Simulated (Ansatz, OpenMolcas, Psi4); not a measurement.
## How basis sets differ on CH4BFO (SMILES OCBF)

The species is CH4BFO (8 atoms), meant as a singlet with charge 0. As SMILES, `OCBF`. The coordinates come from a PBE0-D4/def2-TZVP relaxation. This is one conformer, not always the lowest.

Each level gives the HOMO–LUMO gap (eV). The values are calculated.

| level | kind | program | value (eV) | CPU time |
| --- | --- | --- | --- | --- |
| HF/ANO-R0 (sfX2C) | Hartree–Fock | OpenMolcas | 14.55 | 6.8 s |
| HF/ANO-RCC-MB (DKH2) | Hartree–Fock | OpenMolcas | 16.03 | 3.9 s |
| HF/STO-3G | Hartree–Fock | Ansatz | 17.35 | 0.69 s |
| HF/3-21G | Hartree–Fock | OpenMolcas | 15.73 | 1.9 s |
| HF/6-31G* (spherical functions) | Hartree–Fock | Ansatz | 16.20 | 3.9 s |
| HF/def2-SVP | Hartree–Fock | Ansatz | 15.82 | 4.8 s |
| HF/def2-SVP (density fitting) | Hartree–Fock | Psi4 | 15.82 | 1.7 s |
| HF/def2-SVPD | Hartree–Fock | OpenMolcas | 14.59 | 18 s |

The values span 14.55 to 17.35 eV. A Hartree–Fock LUMO above zero doesn't converge with the basis: it sinks as sets grow more diffuse. Orbital gaps aren't excitation energies. CPU times are rough (shared hosts, several kinds of processor and program).
